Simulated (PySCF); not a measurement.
## Electron correlation in Cl(3+) (chlorine, charge +3)

[Ne] 3s2 3p2, high-spin 3P determinant. Computed with PySCF 2.14 in def2-QZVPPD (10s7p5d2f1g, 79 functions), with the non-relativistic Hamiltonian (point nucleus). Frozen: 1s2; 12 electrons correlated.

```json
{"level": "CCSD", "correlation energy (mhartree)": "-277.64"}
{"level": "(T)", "correlation energy (mhartree)": "-4.07"}
{"level": "CCSD(T)", "correlation energy (mhartree)": "-281.71"}
```

Diagnostics: T1 = 0.0053, D1 = 0.0217, largest double amplitude 0.098.

Cost of the coupled-cluster step: about 40 core-seconds, for 12 correlated electrons.

This basis was not built for core-valence correlation, so the inner-shell part is incomplete.
